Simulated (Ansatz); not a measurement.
Br$_{2}$H$_{2}$OSn (`[OH][SnH]([Br])[Br]`). The species carries charge 0 and has multiplicity 1. Sn: def2 effective core potential.

```xyz
6

O     1.415   -0.509   -0.555
Sn   -0.135    0.115    0.432
Br   -1.965   -1.500    0.114
Br   -0.878    2.247   -0.550
H     1.252   -0.627   -1.495
H     0.311    0.274    2.055
```

Question: List the harmonic frequencies (cm⁻¹, unscaled) at PBE0-D4/def2-TZVP in Ansatz. (Estimate.)

Answer: Ansatz gave: 76, 108, 137, 190, 255, 274, 539, 552, 649, 872, 2007, 3882.

Question: Is this a minimum?

Answer: Yes, all 12 modes are real.

Question: Give the ideal-gas thermochemistry at 298.15 K and 1 bar (rigid rotor, harmonic oscillator; point group Cs, symmetry number 1).

Answer: Zero-point energy 57.1 kJ/mol; H(298) − E = 78.2 kJ/mol; entropy 378.7 J/(mol·K), of which translation 179.8, rotation 126.5, vibration 72.3; G(298) − E = -34.7 kJ/mol. Modes under 100 cm⁻¹ are hindered rotations or soft bends, so the harmonic entropy is rough.
